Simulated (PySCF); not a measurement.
C₃H₉NOSi.
Cartesian coordinates in Å at the PBE0-D3(BJ)/def2-SVP level; atoms count from 1:
```
atom  x, y, z in Å
C1     2.8609   -0.5253    1.1452
N2     1.6062   -0.4125    1.1945
Si3    0.6938    1.0496    0.8768
O4    -0.4068    0.7355   -0.3179
C5    -1.3995   -0.2654   -0.2432
C6    -2.0595   -0.4163   -1.5929
H7     3.3493   -1.4986    1.3451
H8     3.5607    0.3062    0.9061
H9     0.0191    1.4097    2.1594
H10    1.5421    2.1708    0.3726
H11   -0.9504   -1.2237    0.0756
H12   -2.1517    0.0083    0.5217
H13   -2.5056    0.5373   -1.9123
H14   -1.3209   -0.7175   -2.3507
H15   -2.8523   -1.1785   -1.5550
```

The closed-shell ground state was solved at several levels (PySCF, density fitting, gas phase, non-relativistic).

```
         level  basis functions  HOMO (eV)  LUMO (eV)  gap (eV)  dipole (D)
  PBE/pcSseg-2              349      -5.79      -2.21      3.58        0.87
PBE0/def2-SVPD              199      -7.18      -1.08      6.10        0.99
```

Question: What might PBE0/pcSseg-1 (154 basis functions) give for the same quantities?

Answer: HOMO -7.13 eV, LUMO -0.97 eV, gap 6.16 eV, dipole 1.02 D.

Question: Over all these levels, which gives the widest orbital gap and which the narrowest?

Answer: PBE0/pcSseg-1 (global hybrid, 25 % exact exchange) has the widest, 6.16 eV, and PBE/pcSseg-2 (GGA) the narrowest, 3.58 eV. Functional and basis both differ between the two, so the spread mixes both effects.

Question: How far do the dipole and the HOMO energy spread over the levels?

Answer: The dipole runs from 0.87 to 1.02 D (mean 0.96 D) and the HOMO from -7.18 to -5.79 eV.

One conformer stands for the species.
